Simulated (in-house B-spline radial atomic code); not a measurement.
Ionisation energies along the 2-electron series, configuration 1s2, as differences of self-consistent energies. Dirac energy differences include first-order Breit, QED and recoil terms. NIST's values go from ground level to ground level; the uncertainty of those that are theory runs from under 0.1 % in few-electron ions to several per cent in heavy many-electron ones. Computed with an all-electron radial atomic-structure program (B-spline basis): Dirac-Hartree-Fock, average of the configuration, finite nuclei.

```json
{"ion": "Mo40+", "configuration after": "1s1", "ionisation energy (eV)": "23808.5", "IE/(q+1)² (eV)": "14.163", "-ε less Coulomb ΔSCF (eV)": "1.6425", "Breit and QED recoil part (eV)": "-45.706", "tabulated value (eV)": "23810.65", "computed minus tabulated (eV)": "-2"}
{"ion": "Tc41+", "configuration after": "1s1", "ionisation energy (eV)": "25002.4", "IE/(q+1)² (eV)": "14.174", "-ε less Coulomb ΔSCF (eV)": "1.6495", "Breit and QED recoil part (eV)": "-49.256", "tabulated value (eV)": "25004.53", "computed minus tabulated (eV)": "-2"}
{"ion": "Ru42+", "configuration after": "1s1", "ionisation energy (eV)": "26227.7", "IE/(q+1)² (eV)": "14.185", "-ε less Coulomb ΔSCF (eV)": "1.6567", "Breit and QED recoil part (eV)": "-52.982", "tabulated value (eV)": "26229.89", "computed minus tabulated (eV)": "-2"}
{"ion": "Rh43+", "configuration after": "1s1", "ionisation energy (eV)": "27484.7", "IE/(q+1)² (eV)": "14.197", "-ε less Coulomb ΔSCF (eV)": "1.6642", "Breit and QED recoil part (eV)": "-56.906", "tabulated value (eV)": "27486.98", "computed minus tabulated (eV)": "-2"}
{"ion": "Pd44+", "configuration after": "1s1", "ionisation energy (eV)": "28773.7", "IE/(q+1)² (eV)": "14.209", "-ε less Coulomb ΔSCF (eV)": "1.6718", "Breit and QED recoil part (eV)": "-61.024", "tabulated value (eV)": "28776.03", "computed minus tabulated (eV)": "-2"}
{"ion": "Ag45+", "configuration after": "1s1", "ionisation energy (eV)": "30094.9", "IE/(q+1)² (eV)": "14.223", "-ε less Coulomb ΔSCF (eV)": "1.6798", "Breit and QED recoil part (eV)": "-65.347", "tabulated value (eV)": "30097.31", "computed minus tabulated (eV)": "-2"}
{"ion": "Cd46+", "configuration after": "1s1", "ionisation energy (eV)": "31448.6", "IE/(q+1)² (eV)": "14.237", "-ε less Coulomb ΔSCF (eV)": "1.688", "Breit and QED recoil part (eV)": "-69.87", "tabulated value (eV)": "31451.07", "computed minus tabulated (eV)": "-2"}
{"ion": "In47+", "configuration after": "1s1", "ionisation energy (eV)": "32835.1", "IE/(q+1)² (eV)": "14.251", "-ε less Coulomb ΔSCF (eV)": "1.6964", "Breit and QED recoil part (eV)": "-74.616", "tabulated value (eV)": "32837.59", "computed minus tabulated (eV)": "-3"}
{"ion": "Sn48+", "configuration after": "1s1", "ionisation energy (eV)": "34254.6", "IE/(q+1)² (eV)": "14.267", "-ε less Coulomb ΔSCF (eV)": "1.7052", "Breit and QED recoil part (eV)": "-79.577", "tabulated value (eV)": "34257.15", "computed minus tabulated (eV)": "-3"}
{"ion": "Sb49+", "configuration after": "1s1", "ionisation energy (eV)": "35707.4", "IE/(q+1)² (eV)": "14.283", "-ε less Coulomb ΔSCF (eV)": "1.7142", "Breit and QED recoil part (eV)": "-84.771", "tabulated value (eV)": "35710.03", "computed minus tabulated (eV)": "-3"}
{"ion": "Te50+", "configuration after": "1s1", "ionisation energy (eV)": "37193.8", "IE/(q+1)² (eV)": "14.3", "-ε less Coulomb ΔSCF (eV)": "1.7235", "Breit and QED recoil part (eV)": "-90.186", "tabulated value (eV)": "37196.52", "computed minus tabulated (eV)": "-3"}
{"ion": "I51+", "configuration after": "1s1", "ionisation energy (eV)": "38714.2", "IE/(q+1)² (eV)": "14.317", "-ε less Coulomb ΔSCF (eV)": "1.733", "Breit and QED recoil part (eV)": "-95.856", "tabulated value (eV)": "38717", "computed minus tabulated (eV)": "-3"}
{"ion": "Xe52+", "configuration after": "1s1", "ionisation energy (eV)": "40268.9", "IE/(q+1)² (eV)": "14.336", "-ε less Coulomb ΔSCF (eV)": "1.7429", "Breit and QED recoil part (eV)": "-101.76", "tabulated value (eV)": "40271.73", "computed minus tabulated (eV)": "-3"}
{"ion": "Cs53+", "configuration after": "1s1", "ionisation energy (eV)": "41858.2", "IE/(q+1)² (eV)": "14.355", "-ε less Coulomb ΔSCF (eV)": "1.7531", "Breit and QED recoil part (eV)": "-107.93", "tabulated value (eV)": "41861.08", "computed minus tabulated (eV)": "-3"}
{"ion": "Ba54+", "configuration after": "1s1", "ionisation energy (eV)": "43482.4", "IE/(q+1)² (eV)": "14.374", "-ε less Coulomb ΔSCF (eV)": "1.7636", "Breit and QED recoil part (eV)": "-114.34", "tabulated value (eV)": "43485.37", "computed minus tabulated (eV)": "-3"}
{"ion": "La55+", "configuration after": "1s1", "ionisation energy (eV)": "45141.9", "IE/(q+1)² (eV)": "14.395", "-ε less Coulomb ΔSCF (eV)": "1.7745", "Breit and QED recoil part (eV)": "-121.03", "tabulated value (eV)": "45145", "computed minus tabulated (eV)": "-3"}
{"ion": "Ce56+", "configuration after": "1s1", "ionisation energy (eV)": "46837.2", "IE/(q+1)² (eV)": "14.416", "-ε less Coulomb ΔSCF (eV)": "1.7856", "Breit and QED recoil part (eV)": "-127.99", "tabulated value (eV)": "46840.31", "computed minus tabulated (eV)": "-3"}
{"ion": "Pr57+", "configuration after": "1s1", "ionisation energy (eV)": "48568.5", "IE/(q+1)² (eV)": "14.438", "-ε less Coulomb ΔSCF (eV)": "1.7972", "Breit and QED recoil part (eV)": "-135.24", "tabulated value (eV)": "48571.71", "computed minus tabulated (eV)": "-3"}
{"ion": "Nd58+", "configuration after": "1s1", "ionisation energy (eV)": "50336.3", "IE/(q+1)² (eV)": "14.46", "-ε less Coulomb ΔSCF (eV)": "1.809", "Breit and QED recoil part (eV)": "-142.77", "tabulated value (eV)": "50339.59", "computed minus tabulated (eV)": "-3"}
{"ion": "Pm59+", "configuration after": "1s1", "ionisation energy (eV)": "52140.9", "IE/(q+1)² (eV)": "14.484", "-ε less Coulomb ΔSCF (eV)": "1.8213", "Breit and QED recoil part (eV)": "-150.59", "tabulated value (eV)": "52144.29", "computed minus tabulated (eV)": "-3"}
{"ion": "Sm60+", "configuration after": "1s1", "ionisation energy (eV)": "53982.6", "IE/(q+1)² (eV)": "14.508", "-ε less Coulomb ΔSCF (eV)": "1.8339", "Breit and QED recoil part (eV)": "-158.71", "tabulated value (eV)": "53986.12", "computed minus tabulated (eV)": "-4"}
{"ion": "Eu61+", "configuration after": "1s1", "ionisation energy (eV)": "55862.3", "IE/(q+1)² (eV)": "14.532", "-ε less Coulomb ΔSCF (eV)": "1.847", "Breit and QED recoil part (eV)": "-167.15", "tabulated value (eV)": "55865.93", "computed minus tabulated (eV)": "-4"}
{"ion": "Gd62+", "configuration after": "1s1", "ionisation energy (eV)": "57780.2", "IE/(q+1)² (eV)": "14.558", "-ε less Coulomb ΔSCF (eV)": "1.8604", "Breit and QED recoil part (eV)": "-175.91", "tabulated value (eV)": "57783.91", "computed minus tabulated (eV)": "-4"}
```
